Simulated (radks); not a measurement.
Problem. Isoelectronic series with 15 electrons, each ion in its NIST ground configuration. Method: scalar-relativistic Kohn-Sham, PBE, spin-polarised, spherical densities, finite nucleus; open shells are filled with parallel spins first (spin-orbit coupling, left out, can overturn this in heavy ions); Fermi nuclear charge, rms radius of each element as measured or else 0.836 A^(1/3) + 0.57 fm; computed with a radial shooting solver on a logarithmic mesh with Libxc functionals. Total energies (hartree) and orbital eigenvalues (eV) (* marks an orbital that is empty in some or all of the ions):

ion,configuration,E (hartree),3p down*,3p up,3s down,3s up
Te37+,[Ne] 3s2 3p3,-5644.59708,-2523.368,-2547.170,-2672.811,-2696.640
I38+,[Ne] 3s2 3p3,-5884.59765,-2651.902,-2676.278,-2808.774,-2833.176
Xe39+,[Ne] 3s2 3p3,-6130.10492,-2783.731,-2808.682,-2948.395,-2973.371
Cs40+,[Ne] 3s2 3p3,-6381.1674,-2918.867,-2944.393,-3091.708,-3117.261
Ba41+,[Ne] 3s2 3p3,-6637.8273,-3057.321,-3083.424,-3238.746,-3264.878
La42+,[Ne] 3s2 3p3,-6900.1358,-3199.108,-3225.790,-3389.544,-3416.257
Ce43+,[Ne] 3s2 3p3,-7168.1391,-3344.241,-3371.502,-3544.138,-3571.434
Pr44+,[Ne] 3s2 3p3,-7441.8896,-3492.734,-3520.576,-3702.566,-3730.447
Nd45+,[Ne] 3s2 3p3,-7721.4373,-3644.601,-3673.026,-3864.866,-3893.334
Pm46+,[Ne] 3s2 3p3,-8006.8310,-3799.857,-3828.866,-4031.076,-4060.134
Sm47+,[Ne] 3s2 3p3,-8298.1145,-3958.517,-3988.111,-4201.233,-4230.883
Eu48+,[Ne] 3s2 3p3,-8595.3821,-4120.595,-4150.776,-4375.395,-4405.640
Tb50+,[Ne] 3s2 3p3,-9208.0873,-4455.069,-4486.430,-4735.905,-4767.347
Dy51+,[Ne] 3s2 3p3,-9523.5709,-4627.499,-4659.453,-4922.317,-4954.361
Ho52+,[Ne] 3s2 3p3,-9845.3319,-4803.412,-4835.960,-5112.940,-5145.589
Er53+,[Ne] 3s2 3p3,-10173.3498,-4982.825,-5015.969,-5307.791,-5341.048
Tm54+,[Ne] 3s2 3p3,-10507.7561,-5165.755,-5199.497,-5506.949,-5540.816
Yb55+,[Ne] 3s2 3p3,-10848.5352,-5352.223,-5386.564,-5710.433,-5744.914

Estimate the row of Gd49+ ([Ne] 3s2 3p3).

Solution. E (hartree) -8898.6693; 3p down* -4286.107; 3p up -4316.878; 3s down -4553.597; 3s up -4584.439.
